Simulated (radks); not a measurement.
Values are calculated unless marked as measured or tabulated.
Q: As4+, configuration [Ar] 3d10 4s1 (the NIST ground configuration). Level of theory: scalar-relativistic Kohn-Sham, XLYP, spin-polarised, spherical densities, finite nucleus; open shells are filled with parallel spins first; Fermi nuclear charge, rms radius 4.0968 fm (a radial shooting solver on a logarithmic mesh with Libxc functionals). Some entries of the table are withheld. Estimate them.

orbital,occ.,eigenvalue (eV),r(max) (bohr),<r^2> (bohr^2)
1s up,1,-11775.62,0.02973,0.002786
1s down,1,-11775.51,0.02973,0.002786
2s up,1,-1537.889,0.1700,0.04847
2s down,1,-1537.826,0.1700,0.04847
2p up,3,-1355.079,0.1362,0.03844
2p down,3,-1355.011,0.1362,0.03844
3s up,1,-240.3979,(1),0.4119
3s down,1,-240.2394,(2),0.4113
3p up,3,-183.8257,0.5205,0.4460
3p down,3,-183.6423,0.5205,0.4448
3d up,5,-90.6449,0.4755,(3)
3d down,5,-90.3719,0.4753,(4)
4s up,1,-57.9534,1.496,3.153
4s down,0,-56.8383,1.499,3.183

A: 
(1) 3s up r(max) (bohr): 0.5214
(2) 3s down r(max) (bohr): 0.5214
(3) 3d up <r^2> (bohr^2): 0.5603
(4) 3d down <r^2> (bohr^2): 0.5547
